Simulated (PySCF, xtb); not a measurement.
CH2F, SMILES [CH2]F, multiplicity 2.

Harmonic wavenumbers (cm⁻¹) from GFN2-xTB (xtb) at its own minimum, in rising order: 331, 1052, 1193, 1321, 3132, 3203.

### Question
What does PBE0-D3(BJ)/def2-TZVPD in PySCF 2.14.0 give at its own minimum? (An estimate is asked for; the answer gives what the named calculation found.)

### Answer
504, 1172, 1213, 1464, 3150, 3307. Paired by order, the mean absolute difference is 96 cm⁻¹ and the zero-point energies are 14.6 and 15.5 kcal/mol.
